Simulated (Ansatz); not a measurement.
`Cl[BH][ZnH]` + `O[SiH3]` → `[SiH3][O][ZnH]` + `BCl` at 400 K and 1 bar (cleavage of the Zn–B bond).

Isolated molecules relaxed with PBE0-D4/def2-TZVP in Ansatz; ΔE leaves out vibrations. CCSD(T)/CBS is the MP2 limit (def2-TZVPP, def2-QZVPP) plus CCSD(T) − MP2 in def2-TZVPP, frozen cores. This one scheme is used for every species. For Zn outer-core shells are correlated without core-valence functions, which leaves a few kJ/mol of doubt a bond. Scalar relativity is left out up to krypton.

```json
{"species": "`Cl[BH][ZnH]`", "CCSD(T)/CBS energy (Eh)": "-2264.14522", "H − E (kJ/mol)": "72.3", "S (J/(mol·K))": "319.6"}
{"species": "`O[SiH3]`", "CCSD(T)/CBS energy (Eh)": "-366.69042", "H − E (kJ/mol)": "120.0", "S (J/(mol·K))": "276.4"}
{"species": "`[SiH3][O][ZnH]`", "CCSD(T)/CBS energy (Eh)": "-2145.08513", "H − E (kJ/mol)": "119.0", "S (J/(mol·K))": "356.6"}
{"species": "`BCl`", "CCSD(T)/CBS energy (Eh)": "-485.78909", "H − E (kJ/mol)": "70.2", "S (J/(mol·K))": "247.0"}
```

H − E and S are ideal-gas, rigid-rotor, harmonic terms from PBE0-D4/def2-TZVP, for one conformer and one mirror image of each species. 1 Eh = 2625.50 kJ/mol, R = 8.31446 J/(mol·K).

By hand: ΔE, ΔH, ΔS and ΔG.

ΔE = (-2145.08513) + (-485.78909) − (-2264.14522) − (-366.69042) = -0.03858 Eh = -101.3 kJ/mol. Δ(H − E) = 119.0 + 70.2 − 72.3 − 120.0 = -3.1, so ΔH = -104.4 kJ/mol. ΔS = 356.6 + 247.0 − 319.6 − 276.4 = 7.6 J/(mol·K). ΔG = -104.4 − 400 × (7.6)/1000 = -107.4 kJ/mol.

By hand: the equilibrium constant, and the temperature at which ΔG would vanish if ΔH and ΔS stayed fixed.

log₁₀ K = −ΔG/(RT ln 10) = 14.0. ΔH and −TΔS have one sign here, so there is no such temperature.

The number of gas molecules stays the same, so ΔS is small and ΔH decides. A doubt of 5 kJ/mol in ΔE shifts log₁₀ K by 0.7 here. Other conformers and mirror images would add mixing entropy, several J/(mol·K) or more a flexible species. Modes under 60 cm⁻¹, often nearly free rotors, make the harmonic entropy too high. These are equilibria of isolated gas molecules and say nothing of rates. Largest T1 diagnostic: 0.016 (customary marks: 0.02 for closed shells, 0.045 for open ones).

ΔS is within the doubt of such terms, so its sign, and with it that verdict, could turn.
